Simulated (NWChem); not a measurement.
SiH$_{2}$S$_{2}$F$_{2}$; SMILES F[Si](F)(S)S

```xyz
7

F     -0.1678    -1.2802    -1.3037
Si     0.0000     0.0000    -0.3439
F      0.1678     1.2802    -1.3037
S     -1.7831     0.0464     0.7858
S      1.7831    -0.0464     0.7858
H     -1.3462     1.0588     1.5675
H      1.3462    -1.0588     1.5675
```
Atoms are numbered in this order, from 1.

Program: NWChem. Geometry: optimised at PBE0/def2-SVP. Ions are spin-unrestricted doublets at the neutral geometry; other ion states weren't tried.

For level PBE/def2-SVP:

| Quantity | Result |
|---|---|
| vertical ionisation energy, ΔSCF (eV) | 9.80 |
| −ε(HOMO) (eV) | 6.71 |

What are these values for level PBE0/def2-SVP?

The vertical ionisation energy, ΔSCF (eV) is 10.26 and the −ε(HOMO) (eV) is 8.07.
